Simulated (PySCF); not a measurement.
## How methods differ on the ionisation energy of Br

Br [Ar] 3d10 4s2 4p5 (2P) → Br+ [Ar] 3d10 4s2 4p4 (3P), as a difference of total energies. All numbers are calculated (PySCF 2.14, no relativity, point nucleus, in dyall-ae2z (15s11p7d2f, 97 functions)). Correlated levels: valence: [Ar] 3d10 frozen; virtual orbitals above 40 to 60 times the deepest correlated orbital energy dropped. The calculations carry no spin-orbit coupling.

```json
{"method": "UHF", "ionisation energy (eV)": "10.796"}
{"method": "MP2 (valence)", "ionisation energy (eV)": "11.339"}
{"method": "SCS-MP2 (valence)", "ionisation energy (eV)": "11.326"}
{"method": "CCSD (valence)", "ionisation energy (eV)": "11.301"}
{"method": "CCSD(T) (valence)", "ionisation energy (eV)": "11.306"}
```

Task: How much does correlation contribute at CCSD(T) (valence)?

Result: 11.306 − (10.796) = 0.510 eV, measured against UHF.

A first-order spin-orbit estimate (lowest level to lowest level, LS coupling) adds -0.018 eV.

These non-relativistic numbers lack the scalar-relativistic shift.

Errors of the correlated levels include the incompleteness of this basis and the frozen core.

For comparison: 11.814 eV (measured; NIST Atomic Spectra Database, ionization energies).
